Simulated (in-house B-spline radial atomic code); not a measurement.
**The magnesium ion Mg⁵⁺: [He] 2s2 2p3**

Computed with a B-spline radial code for spherical atoms: non-relativistic LC-wPBE, spin-polarised, spherical fractional occupations, exact exchange averaged over the configuration, point nucleus.

Z_r = [3n² - l(l+1)]/(2<r>); Z_e = n√(-2ε); the last column is Slater's effective charge. Values are occupation-weighted means over spin.

```json
{"shell": "1s", "electrons": "2", "ε (eV)": "-1408.1", "<r> (bohr)": "0.1306", "Z_r": "11.48", "Z_e": "10.17", "Slater": "11.70"}
{"shell": "2s", "electrons": "2", "ε (eV)": "-199.03", "<r> (bohr)": "0.6309", "Z_r": "9.51", "Z_e": "7.65", "Slater": "8.90"}
{"shell": "2p", "electrons": "3", "ε (eV)": "-174.69", "<r> (bohr)": "0.5701", "Z_r": "8.77", "Z_e": "7.17", "Slater": "8.90"}
```

The least bound orbital is 2p up at -174.7 eV, while the most diffuse is 2s down (<r> = 0.6371 bohr against 0.5701 bohr): energy order and size order differ.
